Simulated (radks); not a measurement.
These are the eigenvalues of the occupied orbitals of an atom or ion with whole-number occupations (eV). All-electron calculation, scalar-relativistic Kohn-Sham, PBE, spin-polarised, spherical densities, point nucleus. Program: a radial shooting solver on a logarithmic mesh with Libxc functionals.

orbital  eigenvalue
1s        -56677.15
2s        -10460.93
2p        -9402.268
3s        -3209.768
3p        -2885.870
3d        -2483.211
4s        -1415.234
4p        -1296.071

Which element is it, and in what charge state? The configuration may be excited. Open shells, if any, are filled with parallel spins first.

Answer. Z = 67, holmium, charge +31: Ho31+ in [Kr]. The list shows which subshells hold electrons but not how many an open one holds; the 1s level, -2082.8 hartree, gives Z - s = 64.5 by -(Z - s)^2/2, which with screening and relativity narrows Z to a few neighbours, and the depths of the outer levels then fix element, charge and occupations together.
